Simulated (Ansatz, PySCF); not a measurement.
Gas-phase reaction 2 R1 + 0.5 R2 → P1 + P2, each structure at its B3LYP-D3(BJ)/def2-TZVP stationary point, reached from a drawn start (curvature not checked).
P1, Cl2 (SMILES ClCl) (charge 0, multiplicity 1):
```xyz
2

Cl     0.000     0.000     1.007
Cl     0.000     0.000    -1.007
```
P2: H2O (SMILES O), charge 0, multiplicity 1.
R1, HCl (SMILES Cl) (charge 0, multiplicity 1):
```json
[
 {"atom": "Cl", "x (Å)": "0.0000", "y (Å)": "0.0000", "z (Å)": "0.6410"},
 {"atom": "H", "x (Å)": "0.0000", "y (Å)": "0.0000", "z (Å)": "-0.6410"}
]
```
R2: O2 (SMILES O=O), charge 0, multiplicity 3.

P less R. No zero-point or thermal terms; singlets are restricted closed shells; open shells are unrestricted; no spin–orbit coupling.

Cores are frozen in the correlated methods.

Programs: Ansatz (Gaussian basis) for Hartree–Fock, density functionals and correlated methods; PySCF for the D3/D4 terms. Each number belongs to the level named beside it.

The comparison value is -64.1 kJ/mol (CCSD(T)/cc-pV(Q+d)Z). It is a level with limits of its own, not the exact answer.

### Question
Order these levels by how close they come to the comparison value for the reaction energy, closest first: B3LYP-D3(BJ)/def2-TZVPP, CAM-B3LYP-D3(BJ)/def2-TZVPP, r2SCAN/def2-TZVPP, BLYP/def2-TZVPP, BLYP-D3(BJ)/def2-TZVPP. Give each level's value less the comparison value.

### Answer
B3LYP-D3(BJ)/def2-TZVPP (4.7 kJ/mol), BLYP-D3(BJ)/def2-TZVPP (5.7 kJ/mol), CAM-B3LYP-D3(BJ)/def2-TZVPP (8.7 kJ/mol), BLYP/def2-TZVPP (9.6 kJ/mol), r2SCAN/def2-TZVPP (18.2 kJ/mol)

Ansatz is a program for electronic structure.
